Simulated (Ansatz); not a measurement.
Cost and result for the atomization energy of C2H4O2Si (`O=C1C[SiH]1O`) (9 atoms, 9 bonds).

Cartesian coordinates in Å:
```
O -1.728 1.417 -0.682
C -0.853 0.602 -0.630
C -0.785 -0.824 -0.176
Si 0.868 0.105 -0.112
O 1.608 0.680 1.226
H -0.605 -1.512 -1.012
H -1.520 -1.211 0.526
H 1.916 -0.472 -0.978
H 1.100 1.215 1.839
```

Charge 0, multiplicity 1. Geometry: relaxed with PBE0-D4/def2-TZVP. It is one conformer, not always the lowest. Program: Ansatz. All runs use 2 threads of an Arm Neoverse V1 on a shared host. Times are those of one run each, without the atoms' runs, and a repeat can differ threefold. Electronic energies, without spin–orbit coupling; frozen cores. CCSD(T)/CBS adds CCSD(T) − MP2 in def2-TZVPP to the MP2 limit, and its time is that of the two runs behind it. T1 = 0.016. B3LYP takes the VWN-RPA correlation (the form of Gaussian; ORCA's B3LYP/G).

CCSD(T)/CBS is a level of theory with its own doubt, some kJ/mol a heavy atom from the limit and from the frozen cores, so smaller differences don't rank the functionals.

```tsv
level	functions	wall time	atomization (kcal/mol)	difference from CCSD(T)/CBS	per bond
LDA (SPW92)/def2-TZVPP	222	1.8 s	1006.8	149.7	16.6
PBE0-D4/def2-TZVPP	222	3.8 s	859.8	2.7	0.3
BHLYP-D4/def2-TZVPP	222	4.2 s	816.4	-40.7	-4.5
CCSD(T)/def2-SVP	94	6 s	798.1	-59.0	-6.6
B3LYP-D4/def2-TZVPP (with forces)	222	6.5 s	855.2	-1.9	-0.2
r2SCAN-D4/def2-TZVPP (with forces)	222	7 s	864.1	7.0	0.8
r2SCANh-D4/def2-TZVPP	222	7 s	854.5	-2.6	-0.3
B2PLYP/def2-TZVPP	222	8 s	848.2	-8.9	-1.0
PBE-QIDH/def2-TZVPP	222	8 s	850.1	-7.0	-0.8
B97M-V/def2-TZVPP	222	13 s	861.7	4.6	0.5
MP2/def2-QZVPP	418	28 s	873.0	15.9	1.8
CCSD(T)/def2-TZVPP	222	2.3 min	830.6	-26.5	-2.9
CCSD(T)/CBS(def2)	–	2.8 min	857.1	0.0	0.0
```

From r2SCAN to r2SCAN0 (25 % exact exchange), in def2-TZVPP and without D4, the atomization energy moves by −23.6 kcal/mol: exact exchange takes away binding that semilocal exchange gives to molecules. In def2-TZVPP, CCSD(T) changes the Hartree–Fock value by +245.4 kcal/mol (the triples alone add +18.3 kcal/mol) and MP2 by +272.0 kcal/mol; breaking electron pairs costs correlation energy, which Hartree–Fock lacks. The D4 term adds +6.7 kcal/mol with B3LYP and +3.5 kcal/mol with PBE0; it sums over pairs of atoms, weighted by their polarisabilities, and B3LYP, whose exchange is more repulsive, gets the larger term.
